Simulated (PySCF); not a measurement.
Compound: C5H11BCl2Ge.
Z-matrix (Å and degrees, PBE0-D3(BJ)/def2-SVP geometry), rows numbered from 1:
```
Cl
B   1  1.7588
Cl  2  1.7499  1  117.19
Ge  2  2.0677  1  119.80  3   179.88
C   4  1.9711  2  110.26  1   -58.36
C   5  1.5292  4  111.17  2    76.68
C   6  1.5294  5  114.44  4    54.67
C   7  1.5293  6  114.98  5   -67.31
C   8  1.5293  7  114.44  6    67.47
H   4  1.5439  2  110.71  1   178.13
H   5  1.1010  4  110.56  2   -47.34
H   5  1.1036  4  106.83  2  -162.94
H   6  1.1044  5  109.60  4   -67.72
H   6  1.1039  5  109.17  4   176.92
H   7  1.1022  6  108.58  5   170.85
H   7  1.1062  6  109.23  5    55.89
H   8  1.1044  7  108.70  6   -55.36
H   8  1.1038  7  108.86  6  -170.06
H   9  1.1035  4  106.89  2   163.21
H   9  1.1010  4  110.55  2    47.53
```

Theory: PySCF, PBE0-D3(BJ)/def2-SVP geometry optimisation, gas phase.

Take the most abundant isotopes and a rigid rotor. The values belong to one conformer with, in the numbering `[Cl:1][B:2]([Cl:3])[GeH:4]1[CH2:5][CH2:6][CH2:7][CH2:8][CH2:9]1`, Cl1–B2–Ge4–C5 -58°, B2–Ge4–C5–C6 77°, Ge4–C5–C6–C7 55°, C5–C6–C7–C8 -67°, C6–C7–C8–C9 67°.

(1) What are A, B and C (MHz)?

(2) Classify the top.

(3) What does the inertial defect say?

(4) Give the other two planar moments, Paa and Pbb, and the rms extents of the mass along the axes.

(5) Give the coordinates in the principal-axis frame, origin at the centre of mass.

(6) Predict some low-J microwave lines.

Results:

(1) Ia = 388.17, Ib = 865.44, Ic = 999.90 u·Å²; 505379 MHz·u·Å²/I gives A = 1302, B = 584.0, C = 505.4 MHz.

(2) An asymmetric top. Ray's parameter κ = (2B − A − C)/(A − C) = -0.803; −1 is the prolate and +1 the oblate limit.

(3) Not planar: Δ = Ic − Ia − Ib = -253.71 u·Å². For a rigid frame Δ = −2 Σ m c², so Σ m c² = 126.86 u·Å² lies off the ab plane: 30.29 from hydrogen and 96.57 from heavier atoms. The atom farthest from that plane is 2.47 Å away.

(4) Paa = Σ m a² = (Ib + Ic − Ia)/2 = 738.59 and Pbb = Σ m b² = (Ia + Ic − Ib)/2 = 261.31 u·Å². With the mass M = 225.95 u, the rms extents √(P/M) along a, b and c are 1.81, 1.08, 0.75 Å.

(5) The sense of each axis is arbitrary; atoms in the order of the calculation.
```
atom  mass (u)   a (Å)   b (Å)   c (Å)
 Cl1    34.969   1.262   1.962   0.002
  B2    11.009   1.417   0.210  -0.002
 Cl3    34.969   3.037  -0.450   0.024
 Ge4    73.921  -0.280  -0.971  -0.032
  C5    12.000  -1.419  -0.570   1.526
  C6    12.000  -2.184   0.739   1.329
  C7    12.000  -3.014   0.799   0.046
  C8    12.000  -2.202   0.822  -1.249
  C9    12.000  -1.443  -0.472  -1.543
 H10     1.008   0.097  -2.467  -0.078
 H11     1.008  -0.817  -0.545   2.448
 H12     1.008  -2.123  -1.413   1.633
 H13     1.008  -1.476   1.586   1.332
 H14     1.008  -2.851   0.903   2.193
 H15     1.008  -3.648   1.701   0.079
 H16     1.008  -3.712  -0.059   0.023
 H17     1.008  -1.490   1.666  -1.206
 H18     1.008  -2.879   1.045  -2.092
 H19     1.008  -2.150  -1.306  -1.692
 H20     1.008  -0.856  -0.388  -2.471
```

(6) The dipole components are |μa| = 1.09 D, |μb| = 0.02 D, |μc| = 0.01 D. Intensities carry the squares of the components, which stand as 1.00 : 0.00 : 0.00 (a : b : c). Some lines, for components of 0.1 D or more:

```csv
type,branch,"J(Ka,Kc)",MHz,lower level (cm⁻¹)
a,Q,"3(1,2) ← 3(1,3)",471,0.235
a,R,"1(0,1) ← 0(0,0)",1089,0.000
a,R,"2(1,2) ← 1(1,1)",2100,0.060
a,R,"2(0,2) ← 1(0,1)",2173,0.036
a,R,"2(1,1) ← 1(1,0)",2257,0.063
a,R,"3(1,3) ← 2(1,2)",3147,0.130
a,R,"3(0,3) ← 2(0,2)",3244,0.109
a,R,"3(2,2) ← 2(2,1)",3268,0.210
a,R,"3(2,1) ← 2(2,0)",3292,0.210
a,R,"3(1,2) ← 2(1,1)",3382,0.138
```

PBE0-D3(BJ)/def2-SVP frequencies: not computed here. No vibrational averaging or centrifugal distortion is included, and the geometry carries the error of its method. Quadrupole hyperfine structure (11B, 35Cl) is left out.
